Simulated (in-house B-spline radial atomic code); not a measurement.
**Cd⁶⁺: [Ar] 3d9 4s2 4p6 4d6 4f1 (an excited or competing configuration)**

Computed with a radial B-spline atomic code at the basis-set limit: non-relativistic B97-1, spin-polarised, spherical fractional occupations, point nucleus.

Effective charges: Z_r = [3n² - l(l+1)]/(2<r>) from the radius, Z_e = n√(-2ε) from the energy, and Slater's rules. Values are occupation-weighted means over spin.

```tsv
shell	electrons	ε (eV)	<r> (bohr)	Z_r	Z_e	Slater
1s	2	-25861	0.03171	47.31	43.60	47.70
2s	2	-3898.1	0.1372	43.72	33.85	43.85
2p	6	-3641.9	0.1172	42.65	32.72	43.85
3s	2	-830.67	0.3678	36.71	23.44	36.75
3p	6	-726.73	0.3588	34.83	21.93	36.75
3d	9	-536.06	0.3291	31.90	18.83	27.20
4s	2	-204.06	0.8694	27.61	15.49	21.10
4p	6	-168.33	0.9119	25.22	14.07	21.10
4d	6	-110.13	1.028	20.42	11.38	11.25
4f	1	-47.504	1.538	11.70	7.47	7.00
```

The least bound orbital is 4f up at -47.5 eV, and it is also the most diffuse (<r> = 1.538 bohr). The part-filled 3d shell lies below the filled 4p shell in orbital energy.

Caution: exact exchange at fractional occupations of open shells leaves self-interaction of up to several eV.
